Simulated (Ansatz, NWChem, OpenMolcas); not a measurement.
# A ladder of methods for IF (iodine monofluoride)

IF has 2 atoms, charge 0, and is taken as a singlet. As SMILES, `FI`. The bond length is the measured one.

```xyz
2

F     0.0000    0.0000    0.0000
I     0.0000    0.0000    1.9098
```

Quantity: the vertical energy of the triplet above the singlet, in eV. The values are calculated.

```tsv
level	kind	program	value (eV)	CPU time (all runs)
SVWN5/def2-TZVP (core potential)	LDA	NWChem	2.08	66 s
PBE/def2-TZVP (core potential)	GGA	OpenMolcas	1.98	54 s
M06-L/def2-TZVP (core potential)	meta-GGA	NWChem	2.10	2.3 min
PBE0/def2-TZVP (core potential)	global hybrid	NWChem	2.02	66 s
HSE06/def2-TZVP (core potential)	range-separated hybrid	Ansatz	2.02	11 s
B2PLYP/def2-TZVP (core potential)	double hybrid	Ansatz	2.16	11 s
RPA@PBE/def2-TZVP (core potential)	RPA	Ansatz	2.17	14 s
RPA@PBE0/def2-TZVP (core potential)	RPA	Ansatz	2.19	13 s
MP3/def2-TZVP (core potential)	perturbation theory	NWChem	2.22	1.8 min
FCI/STO-3G	exact in the basis	Ansatz	3.85	1.1 s
```

All-electron rows without a relativistic Hamiltonian named are non-relativistic, while core potentials hold scalar relativity, so basis and relativity change together. Spin-orbit coupling, which can split open shells on such heavy atoms by tenths of an eV, is left out. The values span 1.98 to 3.85 eV. High-level rows in very small sets aren't better than simpler rows in larger ones. In the correlated wave-function rows the outer d shell of I is correlated, in sets not made for it. CPU times are rough (shared hosts, several kinds of processor): they show what a rung costs within a factor of a few.
